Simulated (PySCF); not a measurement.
Species: C3H12BPSi.
Cartesian coordinates in Å at the PBE0-D3(BJ)/def2-SVP level; atoms count from 1:
```
atom  x, y, z in Å
C1    -2.635   -0.318    0.445
C2    -1.280   -0.956    0.164
B3    -0.103   -0.012   -0.292
C4    -0.174    1.547   -0.106
P5     1.431   -0.769   -1.142
Si6    3.038   -0.016    0.236
H7    -2.561    0.483    1.197
H8    -3.366   -1.052    0.821
H9    -3.065    0.132   -0.464
H10   -1.380   -1.801   -0.540
H11   -0.888   -1.436    1.086
H12    0.678    2.120   -0.499
H13   -1.100    1.939   -0.562
H14   -0.268    1.769    0.973
H15    1.376   -2.120   -0.687
H16    4.292   -0.784   -0.028
H17    3.272    1.426   -0.074
H18    2.708   -0.139    1.691
```

Computed with PySCF at CAM-B3LYP/def2-SVPD, non-relativistic, on one gas-phase PBE0-D3(BJ)/def2-SVP geometry that isn't relaxed in the solvent. The solvent is an IEF-PCM continuum (cavity from Bondi-type radii × 1.2), and excitations are vertical TDDFT with non-equilibrium linear response and a frozen core. The model holds no explicit solvent molecules, cavitation or dispersion.

Gas-phase singlets (H = HOMO, L = LUMO):

```
state  E (eV)  λ (nm)      f  leading configurations
   S1   5.063     245  0.046                 H→L 87%
   S2   6.062     205  0.089               H-1→L 81%
   S3   6.298     197  0.041    H→L+1 67%, H→L+3 13%
   S4   6.323     196  0.011               H-2→L 87%
   S5   6.496     191  0.056               H→L+2 77%
```

**Question.** How does the list change in tetrahydrofuran (ε = 7.426)?

**Answer.** 
| state | E (eV) | λ (nm) | f | leading configurations | change by rank (eV) |
| --- | --- | --- | --- | --- | --- |
| S1 | 5.116 | 242 | 0.058 | H→L 87% | +0.053 |
| S2 | 6.057 | 205 | 0.116 | H-1→L 80% | -0.005 |
| S3 | 6.288 | 197 | 0.021 | H-2→L 85% | -0.010 |
| S4 | 6.360 | 195 | 0.088 | H→L+1 61%, H→L+2 17%, H→L+3 10% | +0.037 |
| S5 | 6.493 | 191 | 0.071 | H→L+2 66%, H→L+1 10% | -0.003 |

**Question.** The ground-state energy changes by -0.055 eV from gas to tetrahydrofuran. By how much does the total energy of gas-phase S1 change?

**Answer.** E(S1) = E(S0) + excitation energy, so it changes by -0.055 + 0.053 = -0.002 eV: it is lowered less than the ground state, which is what a blue shift means. This is the vertical state, with the slow part of the continuum still set for S0.

**Question.** How do the frontier levels move from gas to tetrahydrofuran?

**Answer.** 
```json
{"orbital": "LUMO+2", "gas (eV)": "1.19", "solvent (eV)": "1.26", "change (eV)": "+0.07", "Löwdin shares, gas": "Si6 33 %, P5 21 %, H18 11 %, H17 8 %", "Löwdin shares, solvent": "Si6 32 %, P5 22 %, H18 11 %, H17 8 %"}
{"orbital": "LUMO+1", "gas (eV)": "0.85", "solvent (eV)": "1.01", "change (eV)": "+0.16", "Löwdin shares, gas": "B3 30 %, Si6 14 %, P5 6 %, C4 5 %", "Löwdin shares, solvent": "B3 29 %, Si6 17 %, P5 7 %, H15 5 %"}
{"orbital": "LUMO", "gas (eV)": "0.11", "solvent (eV)": "0.25", "change (eV)": "+0.14", "Löwdin shares, gas": "B3 36 %, P5 16 %, Si6 10 %, C4 10 %", "Löwdin shares, solvent": "B3 35 %, P5 17 %, Si6 11 %, C4 10 %"}
{"orbital": "HOMO", "gas (eV)": "-8.31", "solvent (eV)": "-8.28", "change (eV)": "+0.03", "Löwdin shares, gas": "P5 58 %, B3 14 %, Si6 9 %, H15 5 %", "Löwdin shares, solvent": "P5 58 %, B3 14 %, Si6 9 %, H15 5 %"}
{"orbital": "HOMO-1", "gas (eV)": "-9.50", "solvent (eV)": "-9.38", "change (eV)": "+0.12", "Löwdin shares, gas": "P5 31 %, Si6 17 %, B3 16 %, C2 12 %", "Löwdin shares, solvent": "P5 30 %, Si6 16 %, B3 16 %, C2 12 %"}
{"orbital": "HOMO-2", "gas (eV)": "-10.16", "solvent (eV)": "-9.98", "change (eV)": "+0.18", "Löwdin shares, gas": "C4 22 %, B3 21 %, C2 16 %, P5 9 %", "Löwdin shares, solvent": "C4 22 %, B3 21 %, C2 16 %, P5 9 %"}
{"orbital": "HOMO-3", "gas (eV)": "-10.80", "solvent (eV)": "-10.67", "change (eV)": "+0.13", "Löwdin shares, gas": "Si6 20 %, P5 20 %, H17 17 %, H15 11 %", "Löwdin shares, solvent": "P5 22 %, Si6 20 %, H17 16 %, H15 12 %"}
```

The HOMO–LUMO gap goes from 8.41 to 8.52 eV.
